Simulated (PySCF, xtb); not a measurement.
SeF3, SMILES F[Se+](F)F, charge +1.

GFN2-xTB (xtb) at its own geometry gives an orbital gap of 6.21 eV.

Coordinates come from a TPSSh-D3(BJ)/def2-SVP optimisation. The multiplicity is an assumed one; other spin states were not compared. The isomer is the one that the SMILES or the coordinates give; other isomers of the formula were not compared.

### Question
What does r2SCAN/def2-TZVPD (PySCF) give? (Estimate from the structure and the level; the computed values follow.)

### Answer
gap 7.20 eV (levels -17.76 and -10.56 eV).
